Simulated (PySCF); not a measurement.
## In: excitation energy

In [Kr] 4d10 5s2 5p1 (2P) → In [Kr] 4d10 5s2 5d1 (2D), as a difference of total energies. Computed with PySCF 2.14 in aug-cc-pVTZ-PP with ECP28MDF, with scalar relativity through the core potential. Correlated levels: valence: 4s2 4p6 4d10 frozen. The calculations carry no spin-orbit coupling.

```csv
method,excitation energy (cm⁻¹)
UHF,32164
LDA,31484
PBE,29750
PBE0,31000
r2SCAN,32317
B3LYP,30724
revPBE,29119
MP2 (valence),32413
SCS-MP2 (valence),32444
```

Q: Estimate what M06 gives.

A: 29742 cm⁻¹, closest to PBE among the rows shown.

Q: Estimate what r2SCANh gives.

A: 32612 cm⁻¹, closest to SCS-MP2 (valence) among the rows shown.

Errors of the correlated levels include the incompleteness of this basis and the frozen core.

The promoted electron is Rydberg-like, and one or two diffuse shells describe it only roughly, which tends to raise the upper state.

For comparison: 31431 cm⁻¹ (measured; NIST levels, between the centres of gravity of the two terms).
